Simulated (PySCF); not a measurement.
Identify the unknown among the candidates.

All candidates are H9NO2Si3.

| technique | computed result |
| --- | --- |
| NMR, other nuclei | isotropic shieldings of nuclei other than C and H, by class: 245 (1 N), 312 (1 O), 343 (1 O), 368 (1 Si), 378 (1 Si), 396 (1 Si) ppm [GIAO PBE0/pcSseg-1] |
| 1H NMR | chemical shifts (computed TMS as zero) by class: 5.86 (1 H), 5.59 (1 H), 5.17 (1 H), 5.14 (3 H), 0.32 (2 H), -0.04 (1 H) ppm [GIAO PBE0/pcSseg-1] |
| Rotational structure | rotational constants A, B, C: 2.900, 0.952, 0.805 GHz [GFN2-xTB] |
| Dipole | 1.32 D [PBE0/pcSseg-1] |

Gas-phase values; electronic properties from PySCF, density fitting. Levels stand in brackets. Geometry: GFN2-xTB, one conformer, isolated molecule. Each NMR value is the plain mean over a class of atoms that symmetry, rotation or inversion makes alike.

Question: Which candidate is it?
A. `N[Si@@H](O[SiH3])[SiH2]O`
B. `O[SiH](O)N([SiH3])[SiH3]`
C. `N[SiH2]O[SiH2]O[SiH3]`

Answer: A. It is `N[Si@@H](O[SiH3])[SiH2]O`. Numbering: `[NH2:1][Si@@H:2]([O:3][SiH3:4])[SiH2:5][OH:6]`. Its formula, H9NO2Si3, gives 0 degrees of unsaturation, so no ring and no π bond. Hydrogen classes from least to most shielded: 1 H on an oxygen-bound silicon, Si2 (5.86 ppm), 1 H on an oxygen-bound silicon, Si5 (5.59 ppm), 1 H on an oxygen-bound silicon, Si5 (5.17 ppm), 3 H on an oxygen-bound silicon, Si4 (5.14 ppm), 2 H on a silicon-bound nitrogen, N1 (0.32 ppm), 1 H on a silanol oxygen, O6 (-0.04 ppm). The other shieldings belong to: 245 ppm, silicon-bound nitrogen [N1]; 312 ppm, siloxane oxygen [O3]; 343 ppm, silanol oxygen [O6]; 368 ppm, oxygen-bound silicon [Si2]; 378 ppm, oxygen-bound silicon [Si5]; 396 ppm, oxygen-bound silicon [Si4]. The optimised geometry has point group C1 and is an asymmetric top.

The others, at the same levels:
- `O[SiH](O)N([SiH3])[SiH3]` fails: its computed 1H shifts are 4.99 (1 H), 4.76 (6 H), 2.08 (2 H) ppm, rotational constant A is 2.167 GHz (against 2.900 GHz) and smallest rotational constant is 1.016 GHz (against 0.805 GHz).
- `N[SiH2]O[SiH2]O[SiH3]` fails: its computed 1H shifts are 5.47 (2 H), 5.20 (3 H), 4.99 (2 H), 0.24 (2 H) ppm, rotational constant A is 3.469 GHz (against 2.900 GHz) and smallest rotational constant is 0.754 GHz (against 0.805 GHz).

Each candidate is one conformer, not necessarily the lowest. The conformers computed, where there is a choice (atom-mapped SMILES and torsion angles):
- `[NH2:1][Si@@H:2]([O:3][SiH3:4])[SiH2:5][OH:6]`: N1–Si2–O3–Si4 59°, N1–Si2–Si5–O6 118°, H–N1–Si2–O3 43°, H–N1–Si2–O3 -177°, H–O6–Si5–Si2 57°
- `[OH:1][SiH:2]([OH:3])[N:4]([SiH3:5])[SiH3:6]`: O1–Si2–N4–Si5 -23°, H–O1–Si2–O3 -29°, H–O3–Si2–O1 -169°
- `[NH2:1][SiH2:2][O:3][SiH2:4][O:5][SiH3:6]`: N1–Si2–O3–Si4 -158°, Si2–O3–Si4–O5 -15°, O3–Si4–O5–Si6 -14°, H–N1–Si2–O3 -177°, H–N1–Si2–O3 -37°
